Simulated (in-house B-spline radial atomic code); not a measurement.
Ionisation energies along the 21-electron series, configuration [Ar] 3d3, as differences of self-consistent energies. NIST's values go from ground level to ground level; the uncertainty of those that are theory runs from under 0.1 % in few-electron ions to several per cent in heavy many-electron ones. Computed with a B-spline radial code for spherical atoms: non-relativistic Hartree-Fock, average of the configuration, point nuclei.

This level leaves out relativity, spin-orbit splitting included, which matters for heavy ions.

```csv
ion,configuration after,ionisation energy (eV),IE/(q+1)² (eV),-ε less Coulomb ΔSCF (eV),tabulated value (eV),tabulated kind,computed minus tabulated (eV)
V2+,[Ar] 3d2,27.3,3.0383,1.6454,29.3111,measured,-2.0
Cr3+,[Ar] 3d2,47.0,2.9385,1.6964,49.16,semi-empirical,-2.1
Mn4+,[Ar] 3d2,70.3,2.8107,1.7493,72.41,semi-empirical,-2.1
Fe5+,[Ar] 3d2,96.9,2.6919,1.7957,98.985,measured,-2.1
Co6+,[Ar] 3d2,126.8,2.5886,1.8351,128.9,semi-empirical,-2.1
Ni7+,[Ar] 3d2,?,?,?,?,tabulated theory,?
Cu8+,[Ar] 3d2,196.3,2.4238,1.8975,198,tabulated theory,-1.7
Zn9+,[Ar] 3d2,235.8,2.3582,1.9224,238,tabulated theory,-2.2
Ga10+,[Ar] 3d2,278.4,2.3011,1.9442,280,tabulated theory,-1.6
Ge11+,[Ar] 3d2,324.2,2.2512,1.9635,326,tabulated theory,-1.8
As12+,[Ar] 3d2,373.0,2.2071,1.9807,375,tabulated theory,-2.0
Se13+,[Ar] 3d2,424.9,2.1679,1.9961,426,tabulated theory,-1.1
Br14+,[Ar] 3d2,479.9,2.133,2.01,481,tabulated theory,-1.1
Kr15+,[Ar] 3d2,538.0,2.1015,2.0227,540,tabulated theory,-2.0
Rb16+,[Ar] 3d2,599.1,2.0731,2.0343,601,tabulated theory,-1.9
Sr17+,[Ar] 3d2,663.3,2.0473,2.0449,665,tabulated theory,-1.7
Zr19+,[Ar] 3d2,800.9,2.0023,2.0638,803,tabulated theory,-2.1
Nb20+,[Ar] 3d2,874.3,1.9825,2.0723,877,tabulated theory,-2.7
Mo21+,[Ar] 3d2,?,?,?,?,tabulated theory,?
Tc22+,[Ar] 3d2,?,?,?,?,tabulated theory,?
Ru23+,[Ar] 3d2,1112.6,1.9317,2.0944,1115,tabulated theory,-2.4
Rh24+,[Ar] 3d2,1198.2,1.9171,2.1008,1202,tabulated theory,-3.8
Pd25+,[Ar] 3d2,1286.8,1.9035,2.1069,1290,tabulated theory,-3.2
```

Question: Fill in the row of Ni7+.

Answer: ionisation energy (eV): 160.0; IE/(q+1)² (eV): 2.4999; -ε less Coulomb ΔSCF (eV): 1.8687; tabulated value (eV): 162; computed minus tabulated (eV): -2.0.

Question: Fill in the row of Mo21+.

Answer: ionisation energy (eV): 950.7; IE/(q+1)² (eV): 1.9642; -ε less Coulomb ΔSCF (eV): 2.0801; tabulated value (eV): 953; computed minus tabulated (eV): -2.3.

Question: Fill in the row of Tc22+.

Answer: ionisation energy (eV): 1030.1; IE/(q+1)² (eV): 1.9473; -ε less Coulomb ΔSCF (eV): 2.0875; tabulated value (eV): 1032; computed minus tabulated (eV): -1.9.

Question: How far is this level of theory from the measured and semi-empirical values?

Answer: Over those 5 rows the differences run from -2.14 to -1.97 eV (mean absolute value 2.1 eV). The calculation leaves out relativity, correlation and, in open shells, the multiplet splittings that an average leaves out.
